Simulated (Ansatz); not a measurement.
MH4 with several metals: gap (eV) at several levels, gas phase, relaxed structures; Ansatz. Core potentials for Hf, Mo, Nb, Zr in the def2 sets, no spin–orbit coupling. HOMO and LUMO are taken over both spins. Singlets are spin-restricted. A dash marks a value that wasn't run or was left out as unsound. The structures are stationary points that may keep the symmetry of their start. Remarks come from the PBE and PBE0 runs and from stability tests at other levels; not every state was tested.

```
species    state             geometry  PBE-D4/def2-SVP  PBE-D4/def2-TZVP  r2SCAN-D4/def2-TZVP  r2SCAN-D4/def2-TZVPD  HSE06-D4/def2-TZVP  ωB97M-V/def2-TZVP                              remarks
   MoH4  triplet  r2SCAN-D4/def2-TZVP             2.13              2.14                 3.16                  3.15                4.29                  –                                    –
   HfH4  singlet   B3LYP-D4/def2-TZVP             4.00              4.05                 4.67                  4.67                5.61              10.84                                    –
   ZrH4  singlet     PBE-D4/def2-TZVP             3.69              3.70                 4.28                     –                   –              10.55                                    –
    VH4  doublet    PBE0-D4/def2-TZVP             0.26              0.25                 1.05                  1.05                3.56               9.54                                    –
   NbH4  doublet  r2SCAN-D4/def2-TZVP             0.21              0.22                 0.81                  0.81                   –               7.74                                    –
   CrH4  triplet     PBE-D4/def2-TZVP             2.64              2.54                 3.31                  3.29                5.23              10.39  spin-contaminated (⟨S²⟩ up to 2.33)
   TiH4  singlet   B3LYP-D4/def2-TZVP             3.17              3.13                 3.73                     –                5.16              10.77                                    –
```

Over the 3 species that have every level, the mean is 2.30 at PBE-D4/def2-SVP, 2.28 at PBE-D4/def2-TZVP, 3.01 at r2SCAN-D4/def2-TZVP, 3.00 at r2SCAN-D4/def2-TZVPD, 4.80 at HSE06-D4/def2-TZVP, 10.25 at ωB97M-V/def2-TZVP. Orbital gaps grow with the share of exact exchange and aren't one observable across functionals.
